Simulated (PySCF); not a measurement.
Computed IR spectrum (relative IR intensity) of a molecule CH5F2NSi. Coordinates come from a PBE0-D3(BJ)/def2-SVP optimisation. The values are those of a single conformer. All values below come from PBE0-D3(BJ)/def2-SVP run with PySCF. Frequencies are harmonic and unscaled.

Lines under 2 % of the strongest are left out, and lines within 2 cm⁻¹ are merged.

ν (cm⁻¹): 300 (w), 407 (w), 459 (s), 792 (m), 804 (w), 865 (vw), 931 (vs), 961 (vs), 1100 (w), 1186 (m), 1412 (m), 1455 (w), 1465 (vw), 1504 (w), 2333 (m), 3027 (m), 3104 (w), 3139 (w), 3641 (m) (against the strongest line: vs over 80 %, s over 45 %, m over 15 %, w over 4 %, vw less)

Question: Which molecule gave these data?
A) NC[SiH](F)F
B) CN[SiH](F)F
C) N[Si@@H](F)CF
D) N[SiH2]C(F)F

Answer: B, CN[SiH](F)F
